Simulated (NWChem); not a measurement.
silylphosphine (SiPH₅); SMILES [SiH3]P

Program: NWChem. The geometry was optimised at PBE0/def2-SVP. Total energies compare along this basis series because the functional is fixed.

```
level            basis functions  energy (Ha)  highest occupied level (eV)  orbital gap (eV)  dipole (D)
---------------  ---------------  -----------  ---------------------------  ----------------  ----------
PBE/pcseg-1                   61    -633.4948                        -6.50              5.90        0.94
PBE/aug-pcseg-1               99    -633.4977                        -6.54              5.68        0.69
PBE/pcseg-2                  138    -633.5546                        -6.55              5.85        0.74
PBE/STO-3G                    23    -626.2709                        -3.21              7.94        0.65
PBE/def2-SVP                  61    -633.3156                        -6.45              6.28        0.81
```
